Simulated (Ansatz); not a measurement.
`CC(F)(CF)C(F)F`, relaxed with RKS PBE-D4/def2-SVP in Ansatz 0.2.0 from a rough embedded geometry. The force threshold is 0.03 eV/Å; the program also tests the step.

The species carries charge 0 and has multiplicity 1.

Start:

```xyz
14

C    -0.287    0.960   -0.999
C    -0.217    0.203    0.250
F    -0.967    0.890    1.148
C    -0.830   -1.202    0.164
F    -0.636   -1.869    1.266
C     1.199    0.108    0.747
F     1.762    1.339    0.844
F     1.943   -0.597   -0.098
H     0.030    1.957   -0.934
H     0.266    0.475   -1.854
H    -1.355    1.026   -1.397
H    -0.312   -1.784   -0.682
H    -1.883   -1.139   -0.166
H     1.288   -0.368    1.711
```

```csv
step,energy (eV),largest force (eV/Å),largest move (Å)
1,-15085.7123,4.159,0.000
2,-15086.1581,1.722,0.054
3,-15086.2409,0.344,0.034
4,-15086.2457,0.098,0.022
5,-15086.2464,0.092,0.018
6,-15086.2470,0.019,0.019
```

End:

```xyz
14

C    -0.315    0.957   -1.077
C    -0.228    0.191    0.233
F    -0.946    0.883    1.217
C    -0.824   -1.208    0.112
F    -0.618   -1.932    1.274
C     1.217    0.118    0.761
F     1.762    1.365    0.816
F     1.969   -0.640   -0.099
H     0.031    1.995   -0.914
H     0.329    0.489   -1.846
H    -1.360    0.981   -1.442
H    -0.352   -1.745   -0.739
H    -1.917   -1.115   -0.070
H     1.252   -0.339    1.774
```

It took 16 s on 2 threads of an AMD EPYC 7R13 on a shared host, with 0.23 GiB of host memory at the peak.
